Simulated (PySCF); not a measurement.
imidazole (C3H4N2), SMILES c1c[nH]cn1.

Coordinates come from a r2SCAN-D4/def2-SVP optimisation.

Computed with PySCF with r2SCAN-D4/def2-SVP.

Frequencies are harmonic and unscaled.

| mode | ν (cm⁻¹) | IR (km/mol) | Raman (Å⁴/amu) | depolarisation | moving atoms (share of kinetic energy) |
|---|---|---|---|---|---|
| 1 | 560 | 85.6 | 2.4 | 0.75 | H 61 %, N 33 % |
| 2 | 653 | 14.7 | 0.1 | 0.75 | C 46 %, H 42 %, N 12 % |
| 3 | 691 | 2.2 | 0.3 | 0.75 | N 39 %, H 30 %, C 30 % |
| 4 | 725 | 29.5 | 0.7 | 0.75 | H 80 %, C 19 % |
| 5 | 799 | 31.1 | 0.0 | – | H 70 %, C 26 % |
| 6 | 867 | 4.4 | 0.6 | 0.75 | H 72 %, C 27 % |
| 7 | 903 | 9.8 | 0.7 | 0.55 | C 43 %, N 43 %, H 14 % |
| 8 | 943 | 2.6 | 1.6 | 0.58 | N 47 %, C 35 %, H 18 % |
| 9 | 1073 | 25.0 | 5.7 | 0.75 | H 63 %, C 31 % |
| 10 | 1093 | 32.3 | 0.7 | 0.73 | H 67 %, C 20 %, N 12 % |
| 11 | 1138 | 4.4 | 16.7 | 0.49 | H 71 %, C 15 %, N 15 % |
| 12 | 1194 | 3.7 | 16.9 | 0.14 | C 56 %, N 34 %, H 10 % |
| 13 | 1273 | 1.0 | 5.3 | 0.24 | H 74 %, C 14 %, N 12 % |
| 14 | 1386 | 8.7 | 21.2 | 0.30 | C 50 %, N 29 %, H 21 % |
| 15 | 1442 | 10.3 | 6.2 | 0.63 | N 42 %, C 34 %, H 23 % |
| 16 | 1513 | 17.0 | 12.2 | 0.27 | C 65 %, H 21 %, N 14 % |
| 17 | 1560 | 13.2 | 1.1 | 0.22 | C 58 %, H 22 %, N 20 % |
| 18 | 3241 | 5.6 | 53.2 | 0.67 | H 91 %, C 9 % |
| 19 | 3244 | 0.4 | 119.1 | 0.27 | H 91 %, C 9 % |
| 20 | 3277 | 0.6 | 122.4 | 0.17 | H 90 %, C 10 % |
| 21 | 3642 | 61.3 | 133.0 | 0.28 | H 93 % |
